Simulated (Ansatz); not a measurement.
Species: NO, net charge 0, quartet state. The spin state was set by rule; other spins were not relaxed. 
Geometry from a B3LYP-D3(BJ)/def2-TZVP (Ansatz, a quantum-chemistry and plane-wave program) optimisation:
```
N
O 1 1.4200
```
Charge 0, spin multiplicity 4.

Property: vertical electron affinity (to the triplet state of charge -1; a negative value means that the extra electron is unbound and the number depends on the basis; each state is the SCF solution reached for its spin), in eV. Valence correlation only, unless marked. UHF or UKS for open shells. No spin-orbit coupling. No relativistic terms. Anions need diffuse functions: aug- sets have them; def2-D sets add few. Basis-set limits of correlation are two-point, X^-3; Hartree-Fock from the larger set.

```csv
level,program,vertical electron affinity (eV),minus last row
B3LYP/def2-TZVPD,Ansatz,4.29,-0.04
CAM-B3LYP/def2-TZVPD,Ansatz,4.24,-0.09
CCSD/def2-SVPD,Ansatz,3.80,-0.53
CCSD/aug-cc-pVTZ,Ansatz,3.96,-0.37
CCSD/def2-TZVPPD,Ansatz,3.85,-0.48
CCSD/aug-cc-pVQZ,Ansatz,4.01,-0.32
CCSD/def2-QZVPPD,Ansatz,3.95,-0.38
"CCSD/CBS(aug-cc-pVTZ,aug-cc-pVQZ)",Ansatz,4.05,-0.28
"CCSD/CBS(def2-TZVPPD,def2-QZVPPD)",Ansatz,4.01,-0.32
CCSD(T)/aug-cc-pVDZ,Ansatz,4.07,-0.26
CCSD(T)/aug-cc-pVTZ,Ansatz,4.21,-0.12
CCSD(T)/aug-cc-pVQZ,Ansatz,4.27,-0.06
CCSD(T)/def2-QZVPPD,Ansatz,4.20,-0.13
"CCSD(T)/CBS(def2-TZVPPD,def2-QZVPPD)",Ansatz,4.28,-0.05
"CCSD(T)/CBS(aug-cc-pVTZ,aug-cc-pVQZ)",Ansatz,4.33,0.00
```
